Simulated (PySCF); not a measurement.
Several species in one continuum solvent.

Computed with PySCF at PBE0/pcSseg-1, non-relativistic, each on one gas-phase PBE0-D3(BJ)/def2-SVP geometry that isn't relaxed in the solvent. The solvent is an IEF-PCM continuum (van der Waals radii × 1.2). Specific hydrogen bonds and non-electrostatic terms are outside this model.

Problem. Order them by E(solvent) − E(gas) in dimethylsulfoxide (ε = 46.83), most negative first (kcal/mol).
A. `[CH3:1][C:2]#[C:3][SiH2:4][C:5]#[C:6][SiH2:7][O:8][CH3:9]` with C6–Si7–O8–C9 54°
B. `[SiH3:1]/[CH:2]=[CH:3]/[SiH2:4][c:5]1[cH:6][cH:7][cH:8][o:9]1` with C2–C3–Si4–C5 115°, C3–Si4–C5–C6 -14°
C. `[CH:1]#[C:2][C@@H:3]1[CH:4]=[CH:5][CH2:6][Si@H:7]1[O:8][SiH3:9]` with C6–Si7–O8–Si9 51°, C2–C3–C4–C5 -101°, C4–C5–C6–Si7 -18°, C5–C6–Si7–O8 -90°, C2–C3–Si7–C6 97°
D. adamantane (`C1C2CC3CC1CC(C3)C2`)
E. `[CH:1]#[C:2][C@@H:3]1[CH:4]=[CH:5][CH2:6][Si@@H:7]1[O:8][SiH3:9]` with C6–Si7–O8–Si9 -108°, C2–C3–C4–C5 -135°, C4–C5–C6–Si7 12°, C5–C6–Si7–O8 99°, C2–C3–Si7–C6 140°
F. `[CH2:1]=[CH:2][C:3]1=[CH:4][SiH2:5][CH:6]=[CH:7][Si@@H:8]1[OH:9]` with C1–C2–C3–C4 172°, C7–Si8–O9–H -71°

Solution. F (-5.3), A (-5.0), C (-4.4), E (-3.9), B (-3.2), D (-0.6).

```json
{"SMILES": "C=CC1=C[SiH2]C=C[Si@@H]1O", "charge": "0", "ΔE (kcal/mol)": "-5.3", "polarisation term (kcal/mol)": "-5.8", "HOMO shift (eV)": "+0.03", "dipole gas (D)": "1.31", "dipole solvent (D)": "1.82", "atoms": "19"}
{"SMILES": "CC#C[SiH2]C#C[SiH2]OC", "charge": "0", "ΔE (kcal/mol)": "-5.0", "polarisation term (kcal/mol)": "-5.7", "HOMO shift (eV)": "-0.07", "dipole gas (D)": "3.05", "dipole solvent (D)": "3.79", "atoms": "19"}
{"SMILES": "C#C[C@@H]1C=CC[Si@H]1O[SiH3]", "charge": "0", "ΔE (kcal/mol)": "-4.4", "polarisation term (kcal/mol)": "-4.8", "HOMO shift (eV)": "-0.09", "dipole gas (D)": "1.15", "dipole solvent (D)": "1.58", "atoms": "19"}
{"SMILES": "C#C[C@@H]1C=CC[Si@@H]1O[SiH3]", "charge": "0", "ΔE (kcal/mol)": "-3.9", "polarisation term (kcal/mol)": "-4.3", "HOMO shift (eV)": "+0.01", "dipole gas (D)": "0.97", "dipole solvent (D)": "1.37", "atoms": "19"}
{"SMILES": "[SiH3]/C=C/[SiH2]c1ccco1", "charge": "0", "ΔE (kcal/mol)": "-3.2", "polarisation term (kcal/mol)": "-3.5", "HOMO shift (eV)": "-0.02", "dipole gas (D)": "0.95", "dipole solvent (D)": "1.25", "atoms": "19"}
{"SMILES": "C1C2CC3CC1CC(C2)C3", "charge": "0", "ΔE (kcal/mol)": "-0.6", "polarisation term (kcal/mol)": "-0.6", "HOMO shift (eV)": "+0.11", "dipole gas (D)": "0.00", "dipole solvent (D)": "0.00", "atoms": "26"}
```

Over the 6 neutral species the correlation coefficient of ΔE with the squared gas-phase dipole is -0.52. The polarisation term is half the interaction of the solute with the induced surface charges.
